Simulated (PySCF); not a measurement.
# Computed data sheet: `C[Si](C)(Cl)[Si](C)(C)Cl`

Species: C4H12Cl2Si2.
Geometry (PBE0-D3(BJ)/def2-SVP, Å), atoms numbered from 1 in this order:
```
atom  x, y, z in Å
C1     1.8179    1.4173   -0.4379
Si2    1.1693   -0.3277   -0.2090
C3     2.0085   -1.1908    1.2217
Cl4    1.5996   -1.3997   -1.9618
Si5   -1.1670   -0.4280   -0.0430
C6    -1.9579   -0.2156   -1.7245
C7    -1.8716    0.7667    1.2185
Cl8   -1.5889   -2.3715    0.6293
H9     1.3485    1.9106   -1.3021
H10    2.9071    1.4034   -0.6015
H11    1.6127    2.0207    0.4613
H12    1.6198   -2.2144    1.3270
H13    3.0981   -1.2380    1.0706
H14    1.8095   -0.6495    2.1609
H15   -1.7938    0.8089   -2.0961
H16   -3.0419   -0.4024   -1.6797
H17   -1.5056   -0.9167   -2.4415
H18   -1.4233    0.6090    2.2109
H19   -1.6773    1.8068    0.9102
H20   -2.9608    0.6313    1.3097
```

**PBE0-D3(BJ)/def2-SVP geometry optimisation, gas phase (PySCF)**

```
Rotational constants A, B, C : 1.162, 0.692, 0.656 GHz
```

From CAM-B3LYP/def2-SVPD ground state, ΔSCF and vertical TDDFT (core frozen in the response) (PySCF):

```
Dipole moment                                                     : 3.45 D
HOMO energy                                                       : -8.75 eV
LUMO energy                                                       : 0.78 eV
HOMO–LUMO gap                                                     : 9.53 eV
Lowest singlet excitation                                         : 6.47 eV (192 nm, f = 0.051)
Strongest line among the 10 lowest singlet transitions            : S6 at 7.84 eV (158 nm, f = 0.253)
Lowest triplet excitation (Tamm–Dancoff)                          : 5.72 eV
Static isotropic polarisability                                   : 128.6 au
Vertical ionisation energy                                        : 9.32 eV
Electronic spatial extent ⟨r²⟩ about the centre of nuclear charge : 2105 bohr²
```

From PBE0/pcSseg-1 ground state and GIAO shieldings, non-relativistic (PySCF):

```
Lowest Hirshfeld atomic charge                              : -0.22 e on C6
Highest Hirshfeld atomic charge                             : +0.31 e on Si2/Si5
13C chemical shifts (computed TMS as zero) by class         : 2.2 (C1/C3/C6/C7) ppm
1H chemical shifts (computed TMS as zero) by class          : 0.45 (H9/H10/H11/H12/H13/H14/H15/H16/H17/H18/H19/H20) ppm
Isotropic shieldings of nuclei other than C and H, by class : 322 (Si2/Si5), 962 (Cl4/Cl8) ppm
Mayer bond orders between heavy atoms                       : C1–Si2 0.97, Si2–C3 0.99, Si2–Cl4 0.93, Si2–Si5 0.88, Si5–C6 0.99, Si5–C7 0.97, Si5–Cl8 0.93
```

delta-SCF UKS SCAN, pcX-2 on the ionised atom, pcseg-1 elsewhere, spin-free X2C; 2p3/2 from a spin–orbit splitting computed afterwards within the 2p shell (PySCF):

```
Core binding energies : Si2p3/2 106.8 (Si2/Si5), Cl2p3/2 205.3 (Cl4/Cl8), C1s 290.4 (C1/C3/C6/C7), Si1s 1846.7 (Si2/Si5), Cl1s 2827.9 (Cl4/Cl8) eV
```

Monoisotopic mass from the formula: 185.9855 u.

The principal polarisabilities are 124.8, 126.6 and 134.4 au; their mean is the isotropic value. No computed singlet falls in the visible range (750 to 380 nm, 1.65 to 3.26 eV); S1 lies 3.21 eV above its blue end. The dipole equals about 11.5 × 10⁻³⁰ C·m (1 D = 3.33564 × 10⁻³⁰ C·m). The largest Löwdin shares of the HOMO are 0.21 on Si5, 0.21 on Si2, 0.14 on Cl4 and 0.14 on Cl8. The polarisability is 19.06 Å³ as a volume (1 au = 0.148185 Å³), or 1.31 au for each of the 98 electrons. The ΔSCF ionisation energy exceeds −ε(HOMO) by 0.57 eV with CAM-B3LYP. S1 lies 3.06 eV below the HOMO–LUMO gap. In wavenumbers S1 is 52200 cm⁻¹ (1 eV = 8065.54 cm⁻¹).

 NMR classes are plain means over equivalent atoms (diastereotopic ones count apart unless rotation or inversion swaps them), as if these changed places fast; in this geometry the members of some classes differ.

One conformer stands for the species.
